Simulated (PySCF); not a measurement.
CH3Cl2In, SMILES [CH3][In]([Cl])[Cl].

The structure is a stationary point at PBE-D3(BJ)/def2-SVP. The structure was generated by enumeration; whether it is a known compound was not checked. The def2 effective core potentials stand for the cores of In; spin–orbit coupling is left out.

All values below come from PBE-D3(BJ)/def2-SVP (PySCF 2.14.0).

Frequencies are harmonic and unscaled.

A small imaginary wavenumber (i) marks a very flat motion, where grid noise or a shallow saddle decides the sign.

```
mode  ν (cm⁻¹)  IR (km/mol)  moving atoms (share of kinetic energy)
----  --------  -----------  --------------------------------------
1          19i          0.0                                  H 99 %
2           94          3.1        C 48 %, H 23 %, Cl 17 %, In 12 %
3           98          7.3                        Cl 79 %, In 18 %
4          101          4.1        In 36 %, C 26 %, Cl 24 %, H 14 %
5          338         21.3                        Cl 84 %, In 10 %
6          361         56.5                        Cl 72 %, In 28 %
7          494         15.4                 C 68 %, H 16 %, In 14 %
8          704         22.9                          H 85 %, C 14 %
9          729         45.9                          H 85 %, C 15 %
10        1126          3.4                          H 83 %, C 17 %
11        1375          2.0                                  H 95 %
12        1377          3.7                                  H 95 %
13        3000          0.3                                  H 98 %
14        3121          0.0                          H 90 %, C 10 %
15        3134          0.1                          H 90 %, C 10 %
```
